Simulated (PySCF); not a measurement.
**Dipole moment and polarisability of `CC(C)(C)NCC(F)(F)F`**

C6H12F3N.
SMILES with atom numbers: `[CH3:1][C:2]([CH3:3])([CH3:4])[NH:5][CH2:6][C:7]([F:8])([F:9])[F:10]` (hydrogens: H11, H12, H13 on C1; H14, H15, H16 on C3; H17, H18, H19 on C4; H20 on N5; H21, H22 on C6)

Geometry (PBE0-D3(BJ)/def2-SVP, Å), atoms numbered from 1 in this order:
```
atom  x, y, z in Å
C1    -1.1341   -1.1615   -0.8666
C2    -0.8878    0.0698    0.0058
C3    -1.8787    0.0669    1.1673
C4    -1.0691    1.3474   -0.8241
N5     0.4431   -0.0245    0.6092
C6     1.5878    0.0681   -0.2477
C7     2.8119   -0.4600    0.4620
F8     3.0276    0.2077    1.6048
F9     2.7086   -1.7513    0.7650
F10    3.9008   -0.3074   -0.3001
H11   -0.9570   -2.0780   -0.2853
H12   -0.4756   -1.1819   -1.7488
H13   -2.1698   -1.1694   -1.2376
H14   -2.9154    0.1027    0.8022
H15   -1.7222    0.9431    1.8181
H16   -1.7485   -0.8395    1.7766
H17   -2.0910    1.4183   -1.2274
H18   -0.3754    1.3763   -1.6790
H19   -0.8863    2.2425   -0.2077
H20    0.5271    0.6374    1.3766
H21    1.4500   -0.5611   -1.1387
H22    1.8470    1.0853   -0.6081
```

Level: CAM-B3LYP/def2-SVPD (PySCF), static field, nuclei fixed, core orbitals frozen in the response. The polarisability tensor in these axes (au):

```
x   93.08 -0.76 -0.42
y   -0.76 80.37 -0.27
z   -0.42 -0.27 80.63
```

Question: Diagonalise the tensor; give its mean and Δα, where Δα² is half the sum of the squared differences of the eigenvalues.

Answer: Principal values 80.15, 80.80 and 93.14 au; mean 84.69 au = 12.55 Å³ = 13.96 × 10⁻⁴⁰ C²·m²/J; Δα = 12.68 au (15 % of the mean).

Question: What is the dipole moment, and where does it point?

Answer: (-2.55, 1.49, -1.22) D, 3.19 D in size, pointing from the negative to the positive side. Measured along this direction, the outermost atoms are F9 at the negative end and H17 at the positive end.

Question: What are the principal values of the traceless quadrupole moment, Θ = ½Σq(3rr − r²1), about the centre of nuclear charge?

Answer: -4.01, 0.23, 3.79 D·Å. The values depend on the origin, since the dipole doesn't vanish. The electronic extent ⟨r²⟩ about the same centre is 1857 bohr², a root-mean-square distance of 2.52 Å for the 82 electrons.

Question: Find the Langevin capture rate constant for NH4+ (18.034 u) meeting this molecule (155.092 u), k = 2.342 × 10⁻⁹ cm³/s × √(α in Å³ / reduced mass in u).

Answer: The reduced mass is 16.16 u, so k = 2.06 × 10⁻⁹ cm³/s. The formula leaves out the permanent dipole, which adds to the capture rate.

Question: Give the principal axes and the span of the nuclei along them.

Answer: Largest value along (1.00, -0.06, -0.03), where the nuclei span 6.86 Å; middle along (0.00, -0.53, 0.85), 4.11 Å; least along (0.07, 0.85, 0.53), 3.71 Å. The response follows the extents in order.

Question: Estimate the molar refractivity from the static electronic polarisability.

Answer: Lorentz–Lorenz: R = (4π/3)N_A α = 2.5225 cm³/(mol·Å³) × 12.55 Å³ = 31.7 cm³/mol, in the limit of long wavelengths.

One conformer (not necessarily the lowest) at the PBE0-D3(BJ)/def2-SVP geometry, without solvent, vibrations or thermal averaging.
